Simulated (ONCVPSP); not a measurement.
Which change was made? (In, ONCV)

```
Element                 : indium
Generator               : ONCVPSP 4.0.1
Type                    : optimised norm-conserving Vanderbilt (ONCV)
Functional              : PBE
Relativity              : scalar-relativistic
Frozen core             : [Ar] 3d10
Valence charge          : 21
Reference configuration : 4s2 4p6 4d10 5s2 (charge +1)
Partial waves           : 4s+5s: rc 1.60 bohr, ncon 5, nbas 8, qcut 6.4 1/bohr, 3 projectors, debl 1.5 Ha; 4p: rc 1.30 bohr, ncon 3, nbas 8, qcut 12.5 1/bohr, 1 projector; 4d: rc 1.30 bohr, ncon 4, nbas 9, qcut 14.6 1/bohr, 2 projectors, debl 1.8 Ha; f scattering state at 0.39 Ha: rc 1.35 bohr, ncon 5, nbas 8, qcut 8 1/bohr, 2 projectors, debl 0.4 Ha
Local potential         : polynomial inside 1.05 bohr (lpopt 5, dvloc0 3 Ha)
Core correction         : Teter function, fcfact 4.25, rcfact 1.5
```

Cutoffs, loose and tight: the cutoffs (Ha) at which the residual kinetic energy of the hardest occupied pseudo-wave falls to 1 and 0.1 mHa per electron. They do not see the model core or the augmentation charge, which bear on the density cutoff. Test errors are all-electron minus pseudo excitation energies from the reference, over the configurations 4s2 4p6 4d10 5s2 5p1; 4s2 4p6 4d10 5s1; 4s2 4p6 4d10 5s0; 4s2 4p6 4d9 5s2 5p2; variants that change the core or the reference have their own tests.

The base gives: outcome: generated; cutoff, loose: 46 Ha; cutoff, tight: 63 Ha; bound ghosts: none; GHOST(+) flags above zero: s, f; largest test error (meV): +103.

(1) After one change the result is: outcome: generated; cutoff, loose: 46 Ha; cutoff, tight: 63 Ha; bound ghosts: none; GHOST(+) flags above zero: s, f; largest test error (meV): +57. Which change was it?
A. local potential polynomial inside 1.05 bohr (lpopt 5, dvloc0 0.5 Ha)
B. local potential polynomial inside 1.05 bohr (lpopt 5, dvloc0 8 Ha)
C. local potential polynomial inside 1.05 bohr (lpopt 5, dvloc0 4 Ha)
D. local potential polynomial inside 1.05 bohr (lpopt 5, dvloc0 -1 Ha)
E. local potential polynomial inside 1.05 bohr (lpopt 5, dvloc0 6 Ha)

Results:

(1) C. The others give: local potential polynomial inside 1.05 bohr (lpopt 5, dvloc0 0.5 Ha) → outcome: generated; cutoff, loose: 46 Ha; cutoff, tight: 63 Ha; bound ghosts: none; GHOST(+) flags above zero: s, f; largest test error (meV): +195 | local potential polynomial inside 1.05 bohr (lpopt 5, dvloc0 8 Ha) → outcome: generated; cutoff, loose: 46 Ha; cutoff, tight: 63 Ha; bound ghosts: none; GHOST(+) flags above zero: s, f; largest test error (meV): +601 | local potential polynomial inside 1.05 bohr (lpopt 5, dvloc0 -1 Ha) → outcome: generated; cutoff, loose: 46 Ha; cutoff, tight: 63 Ha; bound ghosts: none; GHOST(+) flags above zero: s, f; largest test error (meV): +249 | local potential polynomial inside 1.05 bohr (lpopt 5, dvloc0 6 Ha) → outcome: generated; cutoff, loose: 46 Ha; cutoff, tight: 63 Ha; bound ghosts: s; GHOST(+) flags above zero: s, f; largest test error (meV): -153.
